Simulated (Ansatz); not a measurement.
CH4FSSi, SMILES `C[SiH](F)[S]` radical. Total charge 0; spin multiplicity 2.

```xyz
8

C     0.062    1.006    0.124
Si   -0.149   -0.816   -0.154
F    -0.012   -1.094   -1.724
S     1.269   -1.893    0.977
H    -0.645    1.553   -0.505
H    -0.123    1.260    1.169
H     1.073    1.325   -0.139
H    -1.476   -1.342    0.252
```

Q: What are the harmonic wavenumbers in cm⁻¹ at PBE0-D4/def2-TZVP (Ansatz, finite differences of forces, unscaled)? (An estimate is asked.)

A: The calculation gave: 141, 163, 235, 264, 496, 608, 691, 755, 828, 870, 911, 1270, 1440, 1445, 2224, 3056, 3143, 3155.

Q: Is this a minimum?

A: Yes, all 18 modes are real.

Q: Give the ideal-gas thermochemistry at 298.15 K and 1 bar (rigid rotor, harmonic oscillator; point group C1, symmetry number 1).

A: Zero-point energy 129.8 kJ/mol; H(298) − E = 147.7 kJ/mol; entropy 327.4 J/(mol·K), of which translation 165.7, rotation 110.0, vibration 46.0, electronic 5.8; G(298) − E = 50.1 kJ/mol.

Q: And at 400, 500, 600, 800 and 1000 K?

A: 
| T (K) | H − E (kJ/mol) | S (J/mol/K) | G − E (kJ/mol) |
| --- | --- | --- | --- |
| 400 | 157.5 | 355.5 | 15.3 |
| 500 | 168.4 | 379.8 | -21.5 |
| 600 | 180.3 | 401.5 | -60.6 |
| 800 | 206.4 | 439.0 | -144.8 |
| 1000 | 234.9 | 470.7 | -235.8 |

Q: Rotational constants (cm⁻¹)?

A: 0.2078, 0.109, 0.07936.
